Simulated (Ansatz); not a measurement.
Cost and result up the ladder for the cluster B2F4 (6 atoms). The state is a singlet with charge 0. Geometry: PBE0-D4/def2-SVP.

```xyz
6

B     0.103   -0.573    0.636
B    -0.104    0.573   -0.636
F     0.926    1.166   -1.204
F     0.720   -1.720    0.438
F    -1.298    0.897   -1.086
F    -0.347   -0.343    1.852
```

Ansatz on 4 threads of Arm Neoverse V1 on a shared host. Times are rough, and most runs start from the orbitals of an earlier one. PBE0-D4/def2-TZVP serves as the yardstick here, not as an exact answer. Binding counts from free atoms at the same level (B doublet, F doublet; other spins of the atoms weren't run), without zero-point energy or a counterpoise term.

Correlated methods freeze 6 core orbitals. The structure comes from a short search, and lower isomers may exist.

Correlated methods converge slowly with the basis.

```csv
level,functions,binding energy per atom (eV),difference from PBE0-D4/def2-TZVP (eV)
r2SCAN-D4/def2-TZVP,186,5.10,0.05
CCSD(T)/def2-TZVPP,186,4.91,-0.14
r2SCANh-D4/def2-TZVP,186,5.04,-0.01
B97M-V/def2-TZVP,186,5.07,0.02
PBE0-D4/def2-TZVP,186,5.05,0.00
PBE-D4/def2-TZVP (with forces),186,5.22,0.17
```

Task: Estimate how long each takes.

Result: PBE-D4/def2-TZVP (with forces) 1.2 s; PBE0-D4/def2-TZVP 1.5 s; r2SCAN-D4/def2-TZVP 2.1 s; r2SCANh-D4/def2-TZVP 2.3 s; B97M-V/def2-TZVP 4.7 s; CCSD(T)/def2-TZVPP 59 s. On shared hardware such times vary by a factor of up to 3.
